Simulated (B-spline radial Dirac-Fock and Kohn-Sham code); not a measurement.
# Photoionisation of iron ions at Ag Kα (22162.9 eV)

The computed values come from an atomic code on a B-spline grid: Dirac-Hartree-Slater photoionisation with all multipoles and Dirac-Fock thresholds. Cross sections in kb; a dash marks an empty subshell or a threshold above the photon energy.

| ion | configuration | total | 2s | 2p1/2 | 2p3/2 | 3s | 3p1/2 |
| --- | --- | --- | --- | --- | --- | --- | --- |
| Fe | [Ar] 3d6 4s2 | 1.745 | 0.125 | 0.0120 | 0.0215 | 0.0179 | 0.00162 |
| Fe¹³⁺ | [Ne] 3s2 3p1 | 1.754 | 0.127 | 0.0123 | 0.0220 | 0.0261 | 0.000445 |
| Fe²¹⁺ | [He] 2s2 2p1 | 1.739 | 0.150 | 0.00260 | 0.00468 | – | – |
| Fe²⁴⁺ | 1s2 | 1.598 | – | – | – | – | – |
